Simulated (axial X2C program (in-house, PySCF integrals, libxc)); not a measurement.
## Potential curves of TaCl⁻, two-component

All values were computed with an in-house relativistic program for diatomic molecules. Two-component (2c) means X2C with spin–orbit coupling and atomic mean-field two-electron Coulomb and Gaunt terms. Basis: Ta dyall-acv3z [14s15p10d7f4g], Cl dyall-av3z [9s8p3d2f] (cores contracted in-house); Gaussian nuclei, density fitting, unrestricted open shells. Masses: Ta 180.948 u, Cl 34.969 u.

State: Ω = 1/2 (⟨Sz⟩ = -1.43, ⟨Lz⟩ = 1.93 at BP86). Energies in cm⁻¹ from the lowest point of each curve. Fits are polynomials in 1 − R0/R over 0.85 to 1.23 times the lowest point R0.

| R (Å) | BP86 | PBE0 |
| --- | --- | --- |
| 2.1940 | 1776 | 1999 |
| 2.2663 | 624 | 750 |
| 2.3387 | 89 | 141 |
| 2.4110 | 0 | 0 |
| 2.4954 | 294 | 255 |
| 2.5798 | 872 | 812 |

Occupations by symmetry block were frozen at the best pattern of an incomplete PBE0 search. Density functionals use the spin component along the axis (collinear). The functionals have no current-density term, which raises determinants with orbital currents, atoms included. With several unpaired electrons one determinant need not be a pure state. The highest occupied level of some functionals is positive through self-interaction error; at Hartree–Fock it is bound. The determinant is spin-polarised beyond a pure state at some levels (its spin-free form has ⟨S²⟩ too high), which makes Re and μ there less reliable. The lowest spin-free determinant has another configuration (M_S = 3/2, Λ = 1), so the order of states is uncertain and this need not be the ground state.

(1) What are Re and ωe at the BP86 level?

(2) What are Re and ωe at the PBE0 level?

## Answers

(1) At BP86, 2c: Re = 2.391 Å, ωe ≈ 277 cm⁻¹; Be follows as 0.101 cm⁻¹.

(2) At PBE0, 2c: Re = 2.401 Å, ωe ≈ 278 cm⁻¹; Be follows as 0.0998 cm⁻¹.
